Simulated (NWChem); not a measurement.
# CH$_{3}$Si cation

```xyz
5

C     -0.0830     0.0000     1.0446
Si     0.3392     0.0000    -0.6195
H      0.0168    -0.9243     1.6401
H      0.0168     0.9243     1.6401
H     -0.4626     0.0000    -1.8734
```
Atoms are numbered in this order, from 1.

The geometry was optimised at PBE0/def2-SVP.

 Unshifted, non-relativistic core excitations; the lowest 4 roots alone, so stronger bands may lie above.

Q: List the first Si K-edge excitations from BHandHLYP/def2-TZVP, restricted-window TDA (NWChem).

A: 
```csv
state,energy (eV),dipole oscillator strength,leading excitation (squared amplitude)
S1,1820.1,0.0115,1s of atom 2 or its equivalents → LUMO+1 (0.95)
S2,1821.5,0.0033,1s of atom 2 or its equivalents → LUMO (0.98)
S3,1825.6,0.0031,1s of atom 2 or its equivalents → LUMO+2 (0.88)
S4,1828.1,0.0042,1s of atom 2 or its equivalents → LUMO+3 (0.72)
```
